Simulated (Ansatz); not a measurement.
Molecule: C₃H₂NS, charge 0, multiplicity 2. SMILES: [c]1nccs1

Atoms: C1, N2, C3, C4, S5, H6, H7. Bonds: C1-N2, C1-S5, N2-C3, C3-C4, C3-H6, C4-S5, C4-H7.

Bond lengths (Å) and angles (degrees) optimised at HF/3-21G with Ansatz (a first-principles code); HF/6-31G* with Ansatz; PBE/6-31G* with Ansatz; B3LYP/6-31G* with Ansatz, each started from the B3LYP-D3(BJ)/def2-TZVP structure (Ansatz) of the last column. A row stands for all coordinates that are equal there; 12 of 16 kinds are shown. 6-31G* holds six Cartesian d functions. No wavenumbers were computed at PBE/6-31G*, so these may be saddle points.

| coordinate | HF/3-21G | HF/6-31G* | PBE/6-31G* | B3LYP/6-31G* | B3LYP-D3(BJ)/def2-TZVP |
|---|---|---|---|---|---|
| C1-N2 | 1.273 | 1.266 | 1.269 | 1.258 | 1.252 |
| C1-S5 | 1.843 | 1.735 | 1.749 | 1.749 | 1.730 |
| N2-C3 | 1.409 | 1.382 | 1.393 | 1.394 | 1.389 |
| C3-C4 | 1.354 | 1.357 | 1.373 | 1.362 | 1.358 |
| C3-H6 | 1.065 | 1.071 | 1.092 | 1.083 | 1.079 |
| C4-S5 | 1.820 | 1.744 | 1.756 | 1.756 | 1.742 |
| C4-H7 | 1.064 | 1.070 | 1.090 | 1.082 | 1.078 |
| N2-C1-S5 | 115.7 | 117.8 | 115.9 | 116.2 | 115.8 |
| C1-N2-C3 | 112.4 | 109.6 | 111.9 | 111.8 | 112.2 |
| C1-S5-C4 | 85.1 | 86.9 | 88.0 | 87.6 | 88.2 |
| N2-C3-C4 | 115.5 | 115.6 | 114.5 | 114.6 | 113.9 |
| C3-C4-S5 | 111.3 | 110.0 | 109.7 | 109.9 | 109.8 |

Mean signed difference of all 7 bond lengths from B3LYP-D3(BJ)/def2-TZVP: HF/3-21G 0.029 Å, HF/6-31G* 0.000 Å, PBE/6-31G* 0.014 Å, B3LYP/6-31G* 0.008 Å.
